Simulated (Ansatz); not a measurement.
FH3MgOSi, SMILES `[F][Mg][O][SiH3]`, charge 0, multiplicity 1.

Question: Give a relaxed structure at PBE0-D4/def2-TZVP (Ansatz). (An estimate is asked.)

Answer: Ansatz gave: 
Cartesian coordinates in Å:
```
F 3.734 -0.782 -0.922
Mg 2.071 -0.435 -0.512
O 0.375 -0.081 -0.093
Si -1.160 0.243 0.287
H -1.702 1.349 -0.556
H -1.287 0.657 1.715
H -2.030 -0.951 0.081
```
Point group C3v.
